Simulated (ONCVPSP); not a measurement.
What one change does to a pseudopotential (Pd (Z = 46), ONCV)

Pd (Z = 46), optimised norm-conserving Vanderbilt (ONCV), made with ONCVPSP 4.0.1 (PBE, non-relativistic). Core [Ar] 3d10, reference 4s2 4p6 4d10. Waves: 4s: rc 1.30 bohr, ncon 4, nbas 7, qcut 9.2 1/bohr, 3 projectors, debl 0.5 Ha; 4p: rc 1.40 bohr, ncon 5, nbas 8, qcut 12.3 1/bohr, 2 projectors, debl 3.3 Ha; 4d: rc 1.95 bohr, ncon 4, nbas 8, qcut 7.4 1/bohr, 2 projectors, debl 0.4 Ha. Local part: polynomial inside 1.10 bohr (lpopt 4, dvloc0 0 Ha). Core correction: Teter function, fcfact 2.5, rcfact 1.75.

In the s channel the program set the typed energies aside and used -2.887, 0.250, 0.750 Ha.

Change: scalar-relativistic. In the s channel the program set the typed energies aside and used -3.136, 0.250, 0.750 Ha.

Cutoffs: the cutoffs (Ha) at which the residual kinetic energy of the hardest occupied pseudo-wave falls to 1 and 0.1 mHa per electron; they do not see the model core or the augmentation charge, which bear on the density cutoff. Errors are all-electron minus pseudo energies relative to the spin-unpolarised reference configuration.

Question: How do hardness, ghosts and transferability respond?

Answer: The potential gets neither clearly harder nor softer (50 Ha and 59 Ha → 50 Ha and 59 Ha); of the 3 tests that both files solve, the error grows in 0 and shrinks in 2 by more than 15 % and 0.3 meV (median size 12.6 → 8.3 meV); neither file shows a bound ghost.

| quantity | base | changed |
| --- | --- | --- |
| cutoff, loose | 50 Ha | 50 Ha |
| cutoff, tight | 59 Ha | 59 Ha |
| loose cutoff by channel | s 33 Ha, p 50 Ha, d 21 Ha | s 33 Ha, p 50 Ha, d 21 Ha |
| bound ghosts | none | none |
| GHOST(+) flags under 300 eV | none | none |
| tests with a reliable result | 3 of 4 | 3 of 4 |
| error for 4s2 4p6 4d9, meV [ΔE 9.25 → 9.12 eV] | +1.0 | +0.6 |
| error for 4s2 4p6 4d8, meV [ΔE 30.36 → 29.93 eV] | +13 | +8.3 |
| error for 4s2 4p6 4d8 5s1, meV [ΔE 14.79 → 13.64 eV] | +19 | +17 |
| s: phases at 1.32 bohr within 0.05 rad from the reference energy up to (Ha; the scan ends near 5) | to the end of the scan | to the end of the scan |
| p: phases at 1.42 bohr within 0.05 rad from the reference energy up to (Ha; the scan ends near 5) | to the end of the scan | to the end of the scan |
| d: phases at 1.98 bohr within 0.05 rad from the reference energy up to (Ha; the scan ends near 5) | 2.3 | 2.3 |
| rms error of d²Exc/dni dnj with the model core, mHa | 2.47 | 2.66 |
